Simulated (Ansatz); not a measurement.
Total energies of (HZn-mu-F)2 (Zn2H2F2) from Ansatz at PBE0-D4/def2-TZVP, gas phase (1 Eh = 27.2114 eV = 2625.5 kJ/mol). The reference geometry is relaxed at r2SCAN-D4/def2-SVP.

```tsv
state	geometry	energy (Eh)
charge 0 singlet	reference	-3759.16600
charge 1 doublet	reference	-3758.76678
free Zn atom (singlet)	–	-1779.14424
free H atom (doublet)	–	-0.50104
free F atom (doublet)	–	-99.67617
```

(1) Work out the vertical ionisation energy to the doublet.

(2) What is the binding energy per atom against free atoms?

(1) E(charge 1 doublet) − E(charge 0 singlet) = -3758.76678 − (-3759.16600) = 0.39922 Eh = 10.86 eV. For comparison, −ε of the highest occupied level is 8.79 eV at this level, 2.07 eV less.

(2) Atoms: 2 × (-1779.14424) + 2 × (-0.50104) + 2 × (-99.67617) = -3758.64290 Eh. Binding: -3758.64290 − (-3759.16600) = 0.52310 Eh = 14.23 eV, or 2.37 eV for each of 6 atoms (no zero-point energy, no counterpoise term).
